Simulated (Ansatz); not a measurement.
A structure relaxed at PBE-D4/def2-SVP in Ansatz, charge 0, singlet:

Cartesian coordinates in Å:
```
C 0.583 2.861 2.329
N 1.075 3.100 0.925
C 2.250 4.025 0.938
C -0.040 3.714 0.118
C 1.476 1.775 0.323
H 0.236 3.822 2.750
H -0.237 2.112 2.271
H 1.420 2.459 2.929
H 3.067 3.568 1.525
H 2.587 4.192 -0.102
H 1.951 4.986 1.394
H -0.949 3.074 0.188
H -0.254 4.715 0.536
H 0.295 3.803 -0.931
H 0.630 1.073 0.454
H 2.363 1.402 0.866
H 1.708 1.919 -0.747
O 0.398 -0.954 -1.091
C -0.808 -1.005 -1.111
O -1.549 -2.156 -1.069
C -0.861 -3.354 -1.052
C -0.638 -4.024 0.167
I -1.305 -3.138 1.956
C 0.006 -5.271 0.187
C 0.429 -5.837 -1.025
I 1.404 -7.719 -1.003
C 0.216 -5.193 -2.253
C -0.432 -3.949 -2.254
I -0.798 -2.973 -4.093
C -1.738 0.207 -1.126
F -2.822 0.011 -1.902
F -1.030 1.266 -1.627
S -2.295 0.661 0.659
O -1.019 0.410 1.440
O -3.410 -0.263 0.949
O -2.625 2.120 0.538
H 0.171 -5.787 1.142
H 0.543 -5.648 -3.196
```

Task: Give its formula, name or SMILES.

Result: tetramethylammonium triiodophenyl difluorosulfonate ester, `C[N+](C)(C)C.O=C(Oc1c(I)cc(I)cc1I)C(F)(F)S(=O)(=O)[O-]`.

Task: Summarise the bond lengths by kind (pairs closer than 1.2 times the sum of covalent radii, bridged metal pairs left out).

Result: 7 × C–C 1.40 to 1.53 Å; 4 × C–N 1.50 to 1.51 Å; 3 × O–S 1.48 to 1.52 Å; 3 × C–I 2.10 to 2.12 Å; 3 × C–O 1.21 to 1.38 Å; 2 × C–F 1.35 to 1.37 Å; 1 × C–S 1.92 Å; 14 × C–H 1.10 to 1.11 Å.

In the def2 sets I takes a core potential; there is no spin–orbit coupling. Single mean-field runs in def2-SVP are fitted with def2-universal-jkfit.
